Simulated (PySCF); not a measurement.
All values below come from PBE-D3(BJ)/def2-TZVP // PBE0-D3(BJ)/def2-TZVP run with PySCF 2.14.0. Gas-phase values, no solvent. 

Reference species (SMILES): `[CH3][GeH2]` (neutral, multiplicity 2).

```json
{
 "dipole_moment": "0.87 D"
}
```

Changed species: `[CH2][GeH3]` (H atom removed from C1; the reference has H atom removed from Ge2).

**Question.** Give the shifts of the dipole moment.

**Answer.** the dipole moment falls by 0.39 D, to 0.48 D.
